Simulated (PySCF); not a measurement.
C3H8N, SMILES NC(C)[CH2], multiplicity 2.

Coordinates come from a PBE0-D3(BJ)/def2-SVP optimisation. The isomer is the one that the SMILES or the coordinates give; other isomers of the formula were not compared. The values are those of a single conformer.

Calculation: CAM-B3LYP/def2-TZVP (PySCF).

* **total energy**: -173.78749 hartree
* **α spin, highest occupied and lowest empty level**: -7.32 and 1.92 eV
* **β spin, highest occupied and lowest empty level**: -8.54 and -0.40 eV
* **dipole moment**: 1.06 D
* **quadrupole, principal values (traceless, Buckingham form, about the centre of nuclear charge)**: -6.08, 2.81, 3.28 D·Å
* **mean static polarisability**: 46.7 bohr³ (6.93 Å³)
* **polarisability, principal values**: 42.7, 47.5, 50.1 bohr³
* **⟨S²⟩**: 0.755 (pure state 0.75)
